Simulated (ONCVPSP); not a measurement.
## Debugging a pseudopotential input (Cu (Z = 29), ONCVPSP 4.0.1)

Command:

```bash
oncvpspr.x < Cu.dat > Cu.out
```

Input:

```
# ATOM AND REFERENCE CONFIGURATION
# atsym  z   nc   nv     iexc    psfile
  Cu 29.00    3    4        3      upf
#
#   n    l    f
    1    0    2.00
    2    0    2.00
    2    1    6.00
    3    0    2.00
    3    1    6.00
    3    2   10.00
    4    0    0.75
#
# PSEUDOPOTENTIAL AND OPTIMIZATION
# lmax
    2
#
#   l,   rc,      ep,       ncon, nbas, qcut
    0    1.25    0.00    4    9    9.50
    1    1.05    0.00    3    7   13.50
    2    0.95    0.00    4    9   16.30
#
# LOCAL POTENTIAL
# lloc, lpopt,  rc(5),   dvloc0
    2    5    0.95    0.00
#
# VANDERBILT-KLEINMAN-BYLANDER PROJECTORs
# l, nproj, debl
    0    2    1.80
    1    2    3.30
    2    0    2.20
#
# MODEL CORE CHARGE
# icmod, fcfact, rcfact
    3    5.75    1.50
#
# LOG DERIVATIVE ANALYSIS
# epsh1, epsh2, depsh
   -6.00    5.00    0.04
#
# OUTPUT GRID
# rlmax, drl
    6.00    0.00
#
# TEST CONFIGURATIONS
# ncnf
    4
# nvcnf
#   n    l    f
    4
    3    0    2.00
    3    1    6.00
    3    2   10.00
    4    0    1.00
#
    4
    3    0    2.00
    3    1    6.00
    3    2   10.00
    4    0    0.00
#
    4
    3    0    2.00
    3    1    6.00
    3    2    9.00
    4    0    0.00
#
    4
    3    0    2.00
    3    1    6.00
    3    2    7.00
    4    0    0.00
#
```

This is an input that runs to its end, with one change: drl set to zero.

How does the run end?

The program refuses the input: "test_data: must have drl > 0.0".

```
ONCVPSP  (Optimized Norm-Conservinng Vanderbilt PSeudopotential)
relativistic version 4.0.1

test_data: must have drl > 0.0
ERROR: test_data found   1 ERROR; stopping
```
